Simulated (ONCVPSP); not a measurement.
# u(r) = r·R(r): atom against pseudo-atom (mercury (Hg))

Columns: radius, all-electron u(r) and pseudo u(r) of the 5d shell (level -14.45 eV) of mercury in the configuration [Kr] 4d10 4f14 5s2 5p6 5d10 6s1.5; LDA (Perdew-Wang 92), scalar-relativistic, ONCV scheme, ONCVPSP 4.0.1.

```tsv
r (bohr)	all-electron	pseudo
0.113	0.2926	0.0031
0.225	-0.1736	0.0233
0.338	-0.4415	0.0741
0.450	-0.2825	0.1600
0.563	0.0485	0.2801
0.675	0.3698	0.4221
0.788	0.6187	0.5729
0.900	0.7800	0.7120
1.013	0.8692	0.8252
1.125	0.9027	0.8996
1.238	0.8981	0.9326
1.350	0.8688	0.9263
1.463	0.8242	0.8877
1.575	0.7718	0.8272
1.688	0.7154	0.7545
1.800	0.6589	0.6807
1.913	0.6033	0.6120
2.025	0.5506	0.5527
2.138	0.5007	0.5008
2.250	0.4545	0.4545
2.363	0.4115	0.4115
2.475	0.3724	0.3724
2.588	0.3363	0.3362
2.700	0.3036	0.3036
2.813	0.2737	0.2736
2.925	0.2467	0.2467
```

Problem. How many radial nodes do the two functions have?

Solution. The all-electron 5d function has n − l − 1 = 2; the pseudo-wave has 0, since the states of the same l below it are removed with the core.

Problem. At about which radius was the pseudo-wave matched?

Solution. 2.25 bohr, where the columns begin to agree (steps of 0.11 bohr).

Problem. Is the pseudo-wave norm-conserving?

Solution. Yes: the ONCV scheme keeps the norm inside the radius equal to the all-electron one, which fixes the energy derivative of the logarithmic derivative at the level.
